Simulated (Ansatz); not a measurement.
The same bond dissociation along the group O, S, Te.

Computed with Ansatz on PBE0-D4/def2-TZVP structures; ΔE is electronic, products minus reactants. CBS: MP2 limit from def2 TZ/QZ plus the TZ coupled-cluster correction, frozen cores. This one scheme is used for every species, atoms too. Functionals use def2-TZVPP. B3LYP here is the variant with VWN-RPA as its local correlation; programs differ in this. No spin–orbit coupling; open shells (•) take unrestricted orbitals. def2 core potentials past Kr. Bonds to Te are less sure, by a few kJ/mol each and by 10 to 20 or more in all where they break to atoms, as the def2 sets lack core-valence functions.

| reaction | revPBE-D4 (kJ/mol) | B3LYP-D4 (kJ/mol) | ωB97M-V (kJ/mol) | CCSD(T)/CBS(def2) (kJ/mol) |
| --- | --- | --- | --- | --- |
| `COC` → `[CH2]OC`• + H• | 409 | 422 | 429 | 435 |
| `CSC` → `[CH2]SC`• + H• | 399 | 412 | 421 | 426 |
| `C[Te]C` → `[CH2][Te]C`• + H• | 415 | 429 | 438 | 440 |

Largest T1 diagnostic: 0.019, for `[CH2][Te]C`•.
